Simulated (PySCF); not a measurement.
# Splitting trees

Numbering as in the mapped SMILES `[F:1][B:2]([F:3])[CH2:4][n:5]1[cH:6][cH:7][cH:8][cH:9]1`. Each H is labelled by its parent atom.

[PySCF 2.14: shieldings: GIAO KT3/pcSseg-1; geometry from PBE0-D3(BJ)/def2-SVP; J couplings at B3LYP/pcJ-1 (spin–dipole term only in couplings to heteroatoms); no solvent model; rapidly exchanging positions averaged; relativity neglected; one computed conformer]

References, each an isolated molecule treated in the same way: $^{1}$H, $^{13}$C vs TMS; CFCl3 for $^{19}$F.

Spectrometer: 800 MHz for $^{1}$H. First-order analysis; couplings under 1 Hz (under 4 Hz in carbon signals) are ignored, and nearly equal couplings are merged; the smaller ones broaden or split the lines further.

Task: What pattern does H(C4) show ($^{1}$H)?

Result: A triplet at δ 3.56: 1.9 Hz to F1/F3 (2 × $^{19}$F, 3 bonds away). Lines in Hz from the centre (relative intensity): +1.9 (1), +0.0 (2), -1.9 (1). The outer lines are 3.8 Hz apart, the sum of the couplings kept, or 0.005 ppm at this field.

Task: What pattern does C4 show in the proton-coupled $^{13}$C spectrum?

Result: A triplet of triplets at δ 35.5: 130.7 Hz to H(C4) (2 × $^{1}$H, 1 bond away), 37.8 Hz to F1/F3 (2 × $^{19}$F, 2 bonds away). Lines in Hz from the centre (relative intensity): +168.5 (1), +130.7 (2), +92.9 (1), +37.8 (2), +0.0 (4), -37.8 (2), -92.9 (1), -130.7 (2), -168.5 (1). The outer lines are 337.0 Hz apart, the sum of the couplings kept, or 1.675 ppm at this field.

Task: What pattern does F1/F3 show ($^{19}$F)?

Result: A triplet at δ -90.4: 1.9 Hz to H(C4) (2 × $^{1}$H, 3 bonds away). Lines in Hz from the centre (relative intensity): +1.9 (1), +0.0 (2), -1.9 (1). The outer lines are 3.8 Hz apart, the sum of the couplings kept, or 0.005 ppm at this field.

Unscaled 3J(H,H) at this level run about 10 % above measured values. Only one conformer was computed, so three-bond couplings in flexible chains and rings are approximate.
